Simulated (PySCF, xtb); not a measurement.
C₄H₄ClF, SMILES C(=C(\C=C)F)/Cl.

GFN2-xTB (xtb 6.7.1) at its own geometry gives an orbital gap of 3.29 eV and a dipole moment of 2.62 D.

The structure is a stationary point at B3LYP-D3(BJ)/def2-SVP. The values are those of a single conformer.

### Question
What does PBE/def2-TZVP run with PySCF give? (An estimate is asked for; the answer gives what the named calculation found.)

### Answer
gap 3.59 eV (levels -5.80 and -2.21 eV), dipole 2.00 D.
